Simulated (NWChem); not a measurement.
System: CH7AlP2; SMILES [CH3][Al]([PH2])[PH2]

Input file for NWChem:

```
start job
memory heap 200 mb stack 900 mb global 1100 mb
geometry units angstroms noautosym nocenter noautoz
  Al     0.398726     0.044682    -0.016030
  C      2.352335    -0.091905    -0.008023
  H      2.744966     0.020671    -1.034021
  H      2.705071    -1.064864     0.369530
  H      2.815862     0.702697     0.599217
  P     -0.932406    -1.874660     0.107219
  H     -0.175747    -2.587145    -0.874480
  H     -1.921037    -1.411324    -0.813598
  P     -0.637575     2.131016     0.198679
  H     -1.668021     1.864957    -0.754004
  H      0.230376     2.774261    -0.737612
end
basis spherical
  * library def2-svp
end
dft
  xc b3lyp
  iterations 150
  mulliken
end
task dft energy
esp
  recalculate
  probe 0.07
  range 0.3
  factor 1.0
  spacing 0.02
end
task esp
```

NWChem printed, in part:

```
             Northwest Computational Chemistry Package (NWChem) 7.3.0
             --------------------------------------------------------

                             Geometry "geometry" -> ""
                             -------------------------

 Output coordinates in angstroms (scale by  1.889725989 to convert to a.u.)

  No.       Tag          Charge          X              Y              Z
 ---- ---------------- ---------- -------------- -------------- --------------
    1 Al                  13.0000     0.39872600     0.04468200    -0.01603000
    2 C                    6.0000     2.35233500    -0.09190500    -0.00802300
    3 H                    1.0000     2.74496600     0.02067100    -1.03402100
    4 H                    1.0000     2.70507100    -1.06486400     0.36953000
    5 H                    1.0000     2.81586200     0.70269700     0.59921700
    6 P                   15.0000    -0.93240600    -1.87466000     0.10721900
    7 H                    1.0000    -0.17574700    -2.58714500    -0.87448000
    8 H                    1.0000    -1.92103700    -1.41132400    -0.81359800
    9 P                   15.0000    -0.63757500     2.13101600     0.19867900
   10 H                    1.0000    -1.66802100     1.86495700    -0.75400400
   11 H                    1.0000     0.23037600     2.77426100    -0.73761200

 Effective nuclear repulsion energy (a.u.)     238.2270708281

                                 NWChem DFT Module
                                 -----------------

 Summary of "ao basis" -> "ao basis" (spherical)
 ------------------------------------------------------------------------------
       Tag                 Description            Shells   Functions and Types
 ---------------- ------------------------------  ------  ---------------------
 Al                         def2-svp                 8       18   4s3p1d
 C                          def2-svp                 6       14   3s2p1d
 H                          def2-svp                 3        5   2s1p
 P                          def2-svp                 8       18   4s3p1d

            General Information
            -------------------
          SCF calculation type: DFT
          Wavefunction type:  closed shell.
          No. of atoms     :    11
          No. of electrons :    56
           Alpha electrons :    28
            Beta electrons :    28
          Charge           :     0
          Spin multiplicity:     1
          Use of symmetry is: off; symmetry adaption is: off
          Maximum number of iterations: 150
          AO basis - number of functions:   103
                     number of shells:    51
          Convergence on energy requested:  1.00D-06
          Convergence on density requested:  1.00D-05
          Convergence on gradient requested:  5.00D-04

              XC Information
              --------------
                         B3LYP Method XC Potential
                     Hartree-Fock (Exact) Exchange  0.200
                        Slater Exchange Functional  0.800 local
                    Becke 1988 Exchange Functional  0.720 non-local
              Lee-Yang-Parr Correlation Functional  0.810
                  VWN I RPA Correlation Functional  0.190 local

             Grid Information
             ----------------
          Grid used for XC integration:  medium
          Radial quadrature: Mura-Knowles
          Angular quadrature: Lebedev.
          Tag              B.-S. Rad. Rad. Pts. Rad. Cut. Ang. Pts.
          ---              ---------- --------- --------- ---------
          Al                  1.25       88           9.0       590
          C                   0.70       49          11.0       434
          H                   0.35       45          13.0       434
          P                   1.00       88          12.0       590
          Grid pruning is: on
          Number of quadrature shells:   628
          Spatial weights used:  Erf1

      Superposition of Atomic Density Guess
      -------------------------------------

 Sum of atomic energies:        -963.98650145

      Non-variational initial energy
      ------------------------------

 Total energy =    -965.408200
 1-e energy   =   -1807.427110
 2-e energy   =     603.791840
 HOMO         =      -0.254403
 LUMO         =       0.015236

     ---------------------------------------------
      Total Density - Mulliken Population Analysis
     ---------------------------------------------

    Atom       Charge   Shell Charges
 -----------   ------   -------------------------------------------------------
    1 Al  13    12.18   2.00  1.99  0.95  0.15  5.93  0.60  0.44  0.12
    2 C    6     6.74   1.99  0.98  0.30  2.16  1.31  0.01
    3 H    1     0.86   0.65  0.19  0.03
    4 H    1     0.87   0.65  0.19  0.03
    5 H    1     0.87   0.65  0.19  0.03
    6 P   15    15.38   2.00  1.99  1.18  0.57  5.94  1.45  2.21  0.05
    7 H    1     0.93   0.63  0.28  0.02
    8 H    1     0.93   0.63  0.28  0.02
    9 P   15    15.39   2.00  1.99  1.18  0.57  5.94  1.45  2.22  0.05
   10 H    1     0.93   0.63  0.28  0.02
   11 H    1     0.93   0.63  0.28  0.02

   convergence    iter        energy       DeltaE   RMS-Dens  Diis-err
 ---------------- ----- ----------------- --------- --------- ---------
 d= 0,ls=0.0,diis     1   -967.1734625915 -1.21D+03  7.36D-03  3.32D-01
 d= 0,ls=0.0,diis     2   -967.1998937845 -2.64D-02  3.94D-03  1.01D-01
 d= 0,ls=0.0,diis     3   -967.2123157894 -1.24D-02  1.35D-03  2.92D-02
 d= 0,ls=0.0,diis     4   -967.2167378332 -4.42D-03  2.34D-04  5.44D-04
 d= 0,ls=0.0,diis     5   -967.2168250465 -8.72D-05  9.06D-05  3.98D-05
  Resetting Diis
 d= 0,ls=0.0,diis     6   -967.2168320678 -7.02D-06  2.54D-05  4.32D-06
 d= 0,ls=0.0,diis     7   -967.2168328526 -7.85D-07  4.90D-06  5.21D-08

         Total DFT energy =     -967.216832852590
      One electron energy =    -1811.268275239424
           Coulomb energy =      679.027941462423
    Exchange-Corr. energy =      -73.203569903716
 Nuclear repulsion energy =      238.227070828127

 Numeric. integr. density =       56.000032947921

                       DFT Final Molecular Orbital Analysis
                       ------------------------------------

 Vector   26  Occ=2.000000D+00  E=-3.064633D-01
              MO Center=  3.5D-01,  6.4D-02,  9.3D-02, r^2= 5.6D+00
   Bfn.  Coefficient  Atom+Function         Bfn.  Coefficient  Atom+Function
  ----- ------------  ---------------      ----- ------------  ---------------
    22      0.304553   2 C  px               88      0.186689   9 P  pz
    60      0.185341   6 P  pz               79      0.183145   9 P  s
    78      0.181417   9 P  s                50      0.179350   6 P  s
    51      0.179326   6 P  s                25      0.173365   2 C  px
    85      0.172284   9 P  pz               57      0.170815   6 P  pz

 Vector   27  Occ=2.000000D+00  E=-2.620688D-01
              MO Center= -7.7D-02,  6.9D-02,  1.2D-01, r^2= 6.2D+00
   Bfn.  Coefficient  Atom+Function         Bfn.  Coefficient  Atom+Function
  ----- ------------  ---------------      ----- ------------  ---------------
    22      0.259568   2 C  px               88     -0.189587   9 P  pz
     8     -0.186922   1 Al px               87     -0.184670   9 P  py
    60     -0.182207   6 P  pz               59      0.179083   6 P  py
    25      0.162466   2 C  px               51     -0.159702   6 P  s
    79     -0.160390   9 P  s                50     -0.153431   6 P  s

[...]

                     NWChem Electrostatic Potential Fit Module
                     -----------------------------------------

 Atom parameters

 Number of atoms is                                   11
 Number of basis functions is                        103

 Grid parameters

 Maximum number of grid points is                  47998
 Number of grid points is                          47997
 Grid range                                     0.300000 nm
 Grid spacing                                   0.020000 nm
 Probe radius                                   0.070000 nm
 Atom radius factor                             1.000000

 Atomic radii

    1    0.100000
    6    0.147000
   13    0.195000
   15    0.180000
 FASTESP  F
  using M.O. file = ./job.movecs

    Atom              Coordinates                           Charge

                                                  ESP

    1 Al    0.039873    0.004468   -0.001603    0.629315
    2 C     0.235234   -0.009191   -0.000802   -0.337037
    3 H     0.274497    0.002067   -0.103402    0.034573
    4 H     0.270507   -0.106486    0.036953    0.060379
    5 H     0.281586    0.070270    0.059922    0.064293
    6 P    -0.093241   -0.187466    0.010722   -0.336894
    7 H    -0.017575   -0.258715   -0.087448    0.051006
    8 H    -0.192104   -0.141132   -0.081360    0.060896
    9 P    -0.063758    0.213102    0.019868   -0.337706
   10 H    -0.166802    0.186496   -0.075400    0.058795
   11 H     0.023038    0.277426   -0.073761    0.052380
                                            ------------
                                                0.000000

 Dipole moment                                  0.641514

 Quadrupole moment Qxx                         -0.445063
                   Qyy                         -9.012299
                   Qzz                          9.457362

 RMS deviation kJ/mol                           0.073143

 RRMS %                                        46.228989
```

Level: B3LYP/def2-SVP. Structure relaxed at the PBE0/def2-SVP level. B3LYP is NWChem's, with the RPA form of VWN correlation.
